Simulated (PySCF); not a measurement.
Run record: K-edge absorption job, `C[Si](C)(C)OC`.

Computed with core-valence-separated TDA BHandHLYP/aug-pcX-1 H:pcseg-1 Si:def2-SVPD, K edges, non-relativistic, gas phase (PySCF 2.14.0, density-fitted response routines). Geometry: PBE0-D3(BJ)/def2-SVP. A driver script takes a list of jobs; this job's settings line and coordinates (Å) are shown.

Input:
```
{"job": {"kind": "xas", "xc": "BHandHLYP", "basis": {"default": "aug-pcX-1", "H": "pcseg-1", "Si": "def2-SVPD"}}, "charge": 0, "multiplicity": 1}
C      2.196815    -0.947920    -0.135721
O      1.400973     0.155774    -0.438238
Si    -0.231943     0.284322    -0.073219
C     -1.187688    -1.069695    -0.956197
C     -0.734436     1.972873    -0.690630
C     -0.479576     0.140130     1.782578
H      3.216625    -0.772078    -0.513589
H      2.271700    -1.128716     0.953793
H      1.825004    -1.879730    -0.603899
H     -2.272726    -0.938787    -0.815907
H     -0.924588    -2.070170    -0.577642
H     -0.981293    -1.050278    -2.037876
H     -0.579622     2.053166    -1.777620
H     -1.797976     2.168828    -0.481406
H     -0.138213     2.760466    -0.205012
H     -0.190797    -0.854196     2.158330
H      0.123382     0.892767     2.314844
H     -1.535825     0.301674     2.051407
```

Output:
```
coarse grid: 14496 points
cycle   1  E = -524.0130473376  dE =  3.327e-01  |g| = 6.788e-01  |ddm| = 4.468e+00
cycle   2  E = -524.0019472663  dE =  1.110e-02  |g| = 7.621e-01  |ddm| = 1.148e+00
cycle   3  E = -524.1045134138  dE = -1.026e-01  |g| = 8.513e-02  |ddm| = 5.915e-01
cycle   4  E = -524.1056684481  dE = -1.155e-03  |g| = 3.470e-02  |ddm| = 1.090e-01
cycle   5  E = -524.1059527030  dE = -2.843e-04  |g| = 3.079e-03  |ddm| = 3.292e-02
cycle   6  E = -524.1059548316  dE = -2.129e-06  |g| = 7.390e-04  |ddm| = 6.142e-03
final grid: 132432 points
cycle   7  E = -524.1664427196  dE = -6.748e-05  |g| = 3.255e-03  |ddm| = 3.413e-02
cycle   8  E = -524.1664434186  dE = -6.990e-07  |g| = 2.460e-03  |ddm| = 5.343e-03
cycle   9  E = -524.1664448371  dE = -1.418e-06  |g| = 3.237e-04  |ddm| = 2.282e-03
cycle  10  E = -524.1664448495  dE = -1.240e-08  |g| = 2.168e-04  |ddm| = 4.511e-04
cycle  11  E = -524.1664448577  dE = -8.230e-09  |g| = 1.238e-05  |ddm| = 1.556e-04
cycle  12  E = -524.1664448577  dE = -6.139e-11  |g| = 6.115e-06  |ddm| = 3.418e-05
converged SCF energy = -524.1664448577

C K edge
   eV          f      from atoms
  284.868   0.00487   C3
  284.869   0.00492   C5
  284.912   0.00528   C4
  285.635   0.01327   C3
  285.637   0.04493   C5
  285.720   0.02497   C4
  285.723   0.02470   C5 C3
  285.725   0.04225   C3 C5
  285.770   0.02998   C4
  286.326   0.00322   C4
  286.450   0.00427   C3
  286.455   0.00455   C5
  286.589   0.00273   C4
  286.664   0.00243   C5
  286.665   0.00285   C3
  286.701   0.01600   C0
  286.721   0.00062   C3
  286.731   0.00066   C5
  286.749   0.00076   C4
  286.953   0.00330   C4

O K edge
   eV          f      from atoms
  533.040   0.00617   O1
  533.354   0.00768   O1
  534.009   0.00359   O1
  534.091   0.00666   O1
  534.185   0.00358   O1
  534.678   0.01653   O1
  534.976   0.00073   O1
  535.099   0.00002   O1
```

The program numbers atoms from 0.

In short: lowest C 1s excitation 284.9 eV; lowest O 1s excitation 533.0 eV; the energies are raw, with no shift to experiment and no relativistic term.

The run took about 40 s of CPU time (one thread, shared machine).
Labels such as C1 count atoms from 1, the log's own numbers from 0.
